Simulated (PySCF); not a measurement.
# Löwdin shares of the frontier orbitals

Compound: C5H11ClO.
Atom-mapped SMILES: `[CH3:1][O:2][C:3]([CH3:4])([CH3:5])[CH2:6][Cl:7]` (hydrogens: H8, H9, H10 on C1; H11, H12, H13 on C4; H14, H15, H16 on C5; H17, H18 on C6)

Structure used (GFN2-xTB), in Å, numbered top down from 1:
```xyz
18
C5H11ClO angstrom
C      2.1572    0.0775   -0.0440
O      0.9812    0.5805   -0.6302
C     -0.2758    0.1351   -0.1258
C     -0.3927    0.2723    1.3943
C     -1.3004    1.0345   -0.8211
C     -0.4840   -1.3307   -0.5553
Cl    -2.0917   -1.9361   -0.1131
H      2.2401   -1.0103   -0.1370
H      2.9716    0.5392   -0.6001
H      2.2465    0.3563    1.0103
H     -0.1106    1.2788    1.6941
H      0.2447   -0.4443    1.9071
H     -1.4204    0.0915    1.6952
H     -1.1386    1.0009   -1.8950
H     -2.3109    0.7073   -0.5969
H     -1.1708    2.0594   -0.4867
H      0.2352   -1.9902   -0.0692
H     -0.3892   -1.4153   -1.6382
```

Method used: PySCF 2.14.0, density-fitted response routines, TDDFT B3LYP/def2-SVPD, vertical, gas phase, core orbitals frozen in the response.

Frontier orbitals with the atoms that hold most of them (Löwdin shares over 4%, at most four atoms; ? is withheld):

```tsv
orbital	ε (eV)	atoms
LUMO+2	0.96	C5 12%, Cl7 12%, C1 10%, H8 9%
LUMO+1	0.43	Cl7 40%, C6 16%, C4 7%, H12 4%
LUMO	?	?
HOMO	-7.35	?
HOMO-1	-8.19	Cl7 64%, C6 12%, O2 4%
HOMO-2	-8.37	Cl7 48%, O2 21%, C6 6%, C3 6%
HOMO-3	-8.89	O2 30%, Cl7 28%, C3 8%, C1 7%
```

Q: Which atoms hold the LUMO, and with what shares?

A: Cl7 (bonded to C) 26%; C1 (bonded to O and 3 H) 14%; C6 (bonded to C, Cl and 2 H) 12%; H8 (bonded to C) 8%. By element: carbon 27% or more, chlorine 26%, hydrogen 8% or more.

Q: Which atoms hold the HOMO, and with what shares?

A: O2 (bonded to 2 C) 48%; Cl7 (bonded to C) 13%; C1 (bonded to O and 3 H) 8%; C6 (bonded to C, Cl and 2 H) 8%. By element: oxygen 48%, carbon 16% or more, chlorine 13%.

Q: What is the LUMO energy, and the HOMO–LUMO gap?

A: ε(LUMO) = 0.20 eV; the gap is 7.55 eV (0.2774 hartree).

Q: How does S1 compare with the orbital gap of 7.55 eV?

A: S1 is at 6.58 eV (f = 0.0029), 0.97 eV below the gap, made of HOMO→LUMO (96%). 

Q: One configuration dominates each of S1 and S2. Which, and how do the shares of the two leading atoms of either orbital change from the occupied to the empty one?

A: 
- S1 (6.58 eV, f 0.0029), HOMO→LUMO (96%): O2 48% → at most 8%, Cl7 13% → 26%, C1 8% → 14%
- S2 (6.90 eV, f 0.018), HOMO→LUMO+1 (91%): O2 48% → at most 5%, Cl7 13% → 40%, C6 8% → 16%

Löwdin shares depend on the basis, the more so with diffuse functions.

Time: 1.7 min of wall time (with the writing of density and orbital grids). Hardware: Arm Neoverse N1, one thread, on a shared host.

One conformer stands for the species.
